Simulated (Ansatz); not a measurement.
Br3FSn (`[F][Sn]([Br])([Br])[Br]`), relaxed with RKS PBE-D4/def2-SVP in Ansatz 0.2.0 from a rough embedded geometry. The force threshold is 0.03 eV/Å; the program also tests the step.

Charge 0, multiplicity 1. Sn: def2 effective core potential.

Start:

```xyz
5

F     1.645    0.518    1.140
Sn    0.094    0.015    0.084
Br    0.385    0.976   -2.200
Br   -0.100   -2.428   -0.133
Br   -2.023    0.919    1.110
```

By how much does the energy fall, and how many steps does the optimiser take? (Best estimate.)

The calculation gave: 0.03 eV, in 2 steps.

Which bonds change most? (An estimate is asked.)

Computed: Sn2–Br5 from 2.520 to 2.483 Å; Sn2–Br4 from 2.460 to 2.483 Å; Sn2–Br3 from 2.495 to 2.483 Å; F1–Sn2 from 1.943 to 1.948 Å.

Give the relaxed structure. (Estimate.)

Ansatz gave: 
```xyz
5

F     1.577    0.483    1.132
Sn    0.042    0.012    0.030
Br    0.405    1.022   -2.210
Br   -0.050   -2.466   -0.087
Br   -1.974    0.949    1.136
```
